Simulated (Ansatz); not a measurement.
Born–Oppenheimer molecular dynamics of ClGe2H5O2 (10 atoms, charge 0, multiplicity 1). It starts from a relaxed structure.

These are results of Ansatz, RKS BLYP-D4/def2-SVP, not measurements.

```json
{
 "ensemble": "NVE (velocity Verlet)",
 "time step": "0.5 fs",
 "steps asked": "150",
 "starting velocities drawn for": "700 K",
 "seed": "295391"
}
```

First frame:

```xyz
10
Properties=species:S:1:pos:R:3
Ge -0.264 -0.060 0.209
Ge 0.001 0.104 2.641
H -1.389 0.062 3.325
H 0.862 -1.100 3.101
H 0.729 1.432 2.965
Cl 1.737 -0.142 -0.761
O -1.184 1.379 -0.344
H -1.486 1.264 -1.268
O -1.143 -1.508 -0.416
H -0.517 -2.125 -0.847
```

Task: How far do the bonds stretch over the last three quarters of this one trajectory? (Pairs bonded in most of those frames.)

Result: 
```csv
bond,mean (Å),spread (Å),shortest,longest
Ge1–Ge2,2.495,0.021,2.46,2.52
Ge1–Cl6,2.235,0.017,2.20,2.26
Ge1–O7,1.818,0.047,1.75,1.88
Ge1–O9,1.818,0.055,1.73,1.89
Ge2–H3,1.566,0.058,1.47,1.64
Ge2–H4,1.554,0.035,1.50,1.61
Ge2–H5,1.557,0.027,1.51,1.60
O7–H8,0.984,0.021,0.95,1.02
O9–H10,0.981,0.016,0.96,1.01
```

Mean temperature of the second half: 359 K. The conserved energy stayed within 0.18 meV per atom of its start (net change 0.12 meV per atom), so the integration is sound. Over the second half the temperature averaged 0.51 of the 700 K drawn at the start: a run that starts near a minimum puts about half its kinetic energy into the potential. A run of 0.075 ps of so small a system gives no equilibrium averages.

The run took 3.8 min on 4 threads of Arm Neoverse V1, with other jobs on the host, peak memory 0.21 GiB.
